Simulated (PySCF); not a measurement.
This PySCF input asks for the NMR shieldings of `InChI=1S/C4H7BF2O/c1-4(2-3-8)5(6)7/h3-4H,2H2,1H3/t4-/m0/s1`; the geometry comes from GFN2-xTB.

```python
import basis_set_exchange as bse
import numpy as np
from pyscf import gto, dft
from pyscf.prop import nmr

atoms = """
C     0.838582   -1.280796    0.259240
C     0.415321    0.080033   -0.315120
C    -0.886799    0.563189    0.344070
C    -2.102938   -0.149948   -0.173830
O    -2.130261   -0.901319   -1.105968
B     1.574349    1.158968   -0.276119
F     2.848403    0.856455   -0.403326
F     1.347592    2.452439   -0.144381
H     1.743851   -1.630278   -0.229085
H     1.034301   -1.202422    1.326513
H     0.052363   -2.013627    0.099777
H     0.174595   -0.091430   -1.374884
H    -1.045426    1.629152    0.154253
H    -0.843352    0.439179    1.428441
H    -3.024994    0.098395    0.388506
"""
names = dict.fromkeys(["C", "O", "B", "F", "H"], "pcSseg-1")
basis = {el: gto.basis.parse(bse.get_basis(n, elements=[el], fmt="nwchem")) for el, n in names.items()}
mol = gto.M(atom=atoms, basis=basis, charge=0, verbose=0)
mf = dft.RKS(mol, xc="PBE0")
mf.grids.level = 2
mf.grids.alignment = dft.numint.BLKSIZE   # the property module wants whole blocks of grid points
mf.conv_tol = 1e-9
mf.kernel()

calc = nmr.RKS(mf)   # GIAO
C = mf.mo_coeff
Co = C[:, mf.mo_occ > 0]
resp = mf.gen_response(singlet=True, hermi=2)
def vind(x):   # induced exchange potential for any number of trial vectors
    d = np.einsum("pi,xij,qj->xpq", C, 2 * x.reshape(-1, C.shape[1], Co.shape[1]), Co, optimize=True)
    return np.einsum("xpq,pi,qj->xij", resp(d - d.transpose(0, 2, 1)), C, Co, optimize=True).ravel()
mo1, _ = nmr.rhf.solve_mo1(calc, with_cphf=vind)
sigma = calc.kernel(mo1)
for i, s in enumerate(sigma):   # ppm
    w = np.linalg.eigvalsh((s + s.T) / 2)
    print("%2d %-2s iso %8.1f  s11 %8.1f  s22 %8.1f  s33 %8.1f" % (i, mol.atom_pure_symbol(i), w.mean(), *w))
```

Q: What does it print?

A: 
```
 0 C  iso    170.7  s11    153.6  s22    170.4  s33    188.1
 1 C  iso    173.0  s11    162.9  s22    172.3  s33    183.7
 2 C  iso    136.4  s11    105.4  s22    135.1  s33    168.7
 3 C  iso    -18.5  s11   -115.3  s22    -37.4  s33     97.3
 4 O  iso   -343.1  s11   -969.5  s22   -451.1  s33    391.4
 5 B  iso     70.9  s11     41.7  s22     78.7  s33     92.4
 6 F  iso    243.5  s11     57.4  s22    290.8  s33    382.2
 7 F  iso    244.3  s11     59.6  s22    293.1  s33    380.2
 8 H  iso     30.3  s11     25.7  s22     28.1  s33     37.2
 9 H  iso     31.2  s11     27.3  s22     28.8  s33     37.5
10 H  iso     30.5  s11     25.5  s22     29.8  s33     36.1
11 H  iso     29.4  s11     26.3  s22     27.2  s33     34.8
12 H  iso     28.9  s11     24.6  s22     28.4  s33     33.5
13 H  iso     29.5  s11     26.0  s22     28.6  s33     33.8
14 H  iso     21.5  s11     19.3  s22     19.6  s33     25.7
```

These numbers come from an equivalent density-fitted implementation of the same equations, which agrees with the script to about 0.01 ppm for H and up to a few tenths of a ppm for heavy atoms, so last digits may differ.

Size and cost of the density-fitted run: 171 basis functions, 42 s wall time on 1 thread of an Arm Neoverse N1, shared host; peak memory 0.85 GiB.
